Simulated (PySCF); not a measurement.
**SMILES C1=C(C(C)=O)OC(F)=C1, C$_{6}$H$_{5}$FO$_{2}$**

Molfile (atoms numbered from 1):
```
C6H5FO2
     RDKit          3D

 14 14  0  0  0  0  0  0  0  0999 V2000
   -2.1950    0.7712    0.1710 C   0  0  0  0  0  0  0  0  0  0  0  0
   -1.4141   -0.4689   -0.1683 C   0  0  0  0  0  0  0  0  0  0  0  0
   -1.9208   -1.5221   -0.4821 O   0  0  0  0  0  0  0  0  0  0  0  0
    0.0418   -0.3183   -0.0920 C   0  0  0  0  0  0  0  0  0  0  0  0
    1.0403   -1.2324   -0.3324 C   0  0  0  0  0  0  0  0  0  0  0  0
    2.2665   -0.5693   -0.1145 C   0  0  0  0  0  0  0  0  0  0  0  0
    1.9082    0.6959    0.2410 C   0  0  0  0  0  0  0  0  0  0  0  0
    2.6557    1.7402    0.5567 F   0  0  0  0  0  0  0  0  0  0  0  0
    0.5938    0.8776    0.2637 O   0  0  0  0  0  0  0  0  0  0  0  0
   -1.9547    1.0897    1.1831 H   0  0  0  0  0  0  0  0  0  0  0  0
   -1.9159    1.5755   -0.5062 H   0  0  0  0  0  0  0  0  0  0  0  0
   -3.2594    0.5711    0.0894 H   0  0  0  0  0  0  0  0  0  0  0  0
    0.8949   -2.2511   -0.6270 H   0  0  0  0  0  0  0  0  0  0  0  0
    3.2579   -0.9597   -0.2046 H   0  0  0  0  0  0  0  0  0  0  0  0
  1  2  1  0
  2  3  2  0
  2  4  1  0
  4  5  2  0
  5  6  1  0
  6  7  2  0
  7  8  1  0
  7  9  1  0
  9  4  1  0
  1 10  1  0
  1 11  1  0
  1 12  1  0
  5 13  1  0
  6 14  1  0
M  END
```

Computed with PySCF 2.14.0, TDDFT CAM-B3LYP/def2-SVPD excited states, vertical, gas phase. Geometry: GFN2-xTB.

(1) How strongly do the lowest singlets absorb one photon, and two photons of half the energy?

## Answers

(1) δ for parallel linear polarisation; σ at the peak of a Lorentzian of half width 0.1 eV, single beam; Ω is circular over linear.
```
state  E (eV)      f  photon λ (nm)  δ (au)  σ (GM)     Ω                                main
   S1    4.13  0.000            600    <0.1    0.00     –                    HOMO−1→LUMO 0.93
   S2    5.06  0.346            490     362    3.39  0.70                      HOMO→LUMO 0.97
   S3    6.52  0.001            380    10.9    0.17  1.50                    HOMO→LUMO+1 0.91
   S4    6.60  0.011            376     233    3.71  0.94  HOMO−2→LUMO 0.75, HOMO→LUMO+3 0.20
   S5    7.29  0.100            340     192    3.73  0.80  HOMO→LUMO+3 0.75, HOMO−2→LUMO 0.18
```
